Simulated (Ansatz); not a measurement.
Ansatz (a quantum-chemistry and plane-wave program) input:

Ansatz 0.2 input:
```yaml
crystal:
  periodic: [false, false, false]
  atoms:
    - {symbol: C, position_ang: [2.93307085, 0.59380902, 0.58962466]}
    - {symbol: C, position_ang: [1.50060242, 0.30234062, 0.85045678]}
    - {symbol: C, position_ang: [0.67211539, 0.18847500, -0.43221942]}
    - {symbol: C, position_ang: [-0.82107137, -0.16243063, -0.26928576]}
    - {symbol: C, position_ang: [-1.54274253, 0.90052832, 0.56897371]}
    - {symbol: C, position_ang: [-0.99159262, -1.53763526, 0.38870776]}
    - {symbol: C, position_ang: [-1.44965570, -0.20197776, -1.66846077]}
    - {symbol: H, position_ang: [3.39855014, 0.29179154, -0.33950828]}
    - {symbol: H, position_ang: [3.56911655, 1.00011484, 1.36400793]}
    - {symbol: H, position_ang: [1.08429960, 1.07280945, 1.50738203]}
    - {symbol: H, position_ang: [1.41497045, -0.63486877, 1.42237305]}
    - {symbol: H, position_ang: [1.13376596, -0.56883666, -1.07520481]}
    - {symbol: H, position_ang: [0.74652205, 1.13527943, -0.97648619]}
    - {symbol: H, position_ang: [-2.61448322, 0.69385264, 0.61003258]}
    - {symbol: H, position_ang: [-1.41021894, 1.89580211, 0.13796866]}
    - {symbol: H, position_ang: [-1.17382516, 0.92596851, 1.59530935]}
    - {symbol: H, position_ang: [-0.46351185, -2.31010070, -0.17552360]}
    - {symbol: H, position_ang: [-0.61192479, -1.54869817, 1.41139380]}
    - {symbol: H, position_ang: [-2.04730924, -1.81528047, 0.42788505]}
    - {symbol: H, position_ang: [-1.35593613, 0.76518093, -2.16767300]}
    - {symbol: H, position_ang: [-0.96237130, -0.95184946, -2.29600410]}
    - {symbol: H, position_ang: [-2.51200250, -0.44982098, -1.61273434]}
basis:
  gaussian:
    orbitals: def2-TZVPD
hamiltonian:
  xc: {name: B2PLYP}
magnetization: {spin_polarized: true, initial_magnetization: 1}
correlation: {electrons: outside_noble_gas}
```

**Question.** What final total energy does it print?

**Answer.** -275.53526 Eh (B2PLYP/def2-TZVPD). The basis has 394 functions.

It need not be the lowest isomer of its formula.
